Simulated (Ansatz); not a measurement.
This geometry of AlFH4N2 + CH4 (13 atoms, charge 0, multiplicity 1) is a first-order saddle point.

Level of theory: Ansatz, RKS B3LYP-D4/6-31G*.

```xyz
13
Properties=species:S:1:pos:R:3
Al -0.173 0.319 0.185
F -0.495 0.892 -1.699
N 0.763 1.670 0.886
N -1.648 -0.232 1.030
H -0.007 0.001 -1.744
C 0.768 -1.228 -0.792
H 0.759 1.894 1.873
H 1.423 2.260 0.396
H -2.041 -1.161 0.952
H -2.279 0.371 1.540
H 0.414 -2.071 -0.184
H 0.671 -1.597 -1.828
H 1.844 -1.119 -0.616
```

Question: Which two structures does it join? (They come from a converged band through this point; their orientation in space is the band's.)

Answer: Bonds broken: H5–C6. Bonds formed: Al1–C6, F2–H5. AlFH4N2 + CH4 becomes CH8AlFN2.

First end point:

```xyz
13
Properties=species:S:1:pos:R:3
Al -0.629 1.021 0.171
F -0.819 1.268 -1.463
N 0.659 1.907 1.006
N -1.757 -0.059 1.009
H 0.552 -0.700 -1.744
C 0.932 -1.545 -1.163
H 0.866 1.847 1.994
H 1.303 2.537 0.547
H -2.512 -0.556 0.554
H -1.768 -0.233 2.005
H 0.255 -1.753 -0.329
H 0.989 -2.426 -1.810
H 1.929 -1.310 -0.777
```

Last end point:

```xyz
13
Properties=species:S:1:pos:R:3
Al -0.106 0.201 0.261
F -0.491 0.978 -1.704
N 0.794 1.572 0.983
N -1.733 -0.185 0.908
H -0.206 0.173 -2.116
C 0.857 -1.279 -0.656
H 0.501 2.062 1.818
H 1.648 1.980 0.626
H -2.115 -1.121 0.952
H -2.363 0.466 1.358
H 1.008 -2.085 0.077
H 0.345 -1.767 -1.504
H 1.860 -0.993 -1.003
```

Question: How far does it lie above each of them?

Answer: 2.22 eV above the first and 0.03 eV above the second. This is the barrier of this one path; another mechanism may lie lower. The orbitals stay closed-shell, which can raise the energy where a bond breaks towards radicals; this wasn't checked here.

Run time: 9.2 min on 2 threads of Arm Neoverse N1, with other jobs on the host, peak memory 0.22 GiB.
